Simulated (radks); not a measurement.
Question: Species: Hg2+. Configuration: [Xe] 4f14 5d10. All-electron calculation, scalar-relativistic Kohn-Sham, RPBE, spin-unpolarised, spherical densities, point nucleus. Program: a radial shooting solver on a logarithmic mesh with Libxc functionals. Some entries of the table are withheld. Estimate them.

orbital,occ.,eigenvalue (eV),<r^2> (bohr^2),r(max) (bohr)
1s,2,-83210.12,0.0003805,0.01022
2s,2,-14762.98,0.005792,0.05912
2p,6,-12729.65,(1),0.04906
3s,2,-3517.879,0.03732,0.1667
3p,6,-2930.561,(2),0.1664
3d,10,-2313.693,0.03187,0.1355
4s,2,-788.4464,0.1798,0.3756
4p,6,-595.9522,0.2056,0.3958
4d,10,-367.8132,0.2327,0.4028
5s,2,-137.2677,0.9129,0.8279
4f,14,-114.9143,0.2811,0.3666
5p,6,-85.6914,1.221,0.9290
5d,10,-28.6971,2.429,(3)

Answer: 
(1) 2p <r^2> (bohr^2): 0.004898
(2) 3p <r^2> (bohr^2): 0.03848
(3) 5d r(max) (bohr): 1.160
